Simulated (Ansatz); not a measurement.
The cluster Ge₃F₃⁻. The state is a singlet with charge -1. Geometry relaxed at r2SCAN-D4/def2-SVPD.

```xyz
6

Ge    0.8853    0.0625    0.6235
Ge   -0.2429    2.0416   -0.2350
Ge   -1.0281   -1.3947    0.1712
F    -1.5838    2.0290    1.0183
F    -0.3336   -2.5283   -1.0806
F     2.3031   -0.2102   -0.4974
```

The restricted singlet is unstable towards broken spin symmetry in Hartree–Fock (as tested in another run); at r2SCAN-D4/def2-SVPD this wasn't settled. The structure comes from a short search, and lower isomers may exist.

Problem. Estimate the harmonic wavenumbers at RKS r2SCAN-D4/def2-SVPD (Ansatz, unscaled). Is this a minimum?

Solution. 37, 45, 75, 108, 119, 155, 172, 241, 282, 549, 553, 575 cm⁻¹. Yes, no mode is imaginary beyond noise. Zero-point energy 17.4 kJ/mol. Run time 2.1 min (4 threads of Arm Neoverse V1 on a shared host).
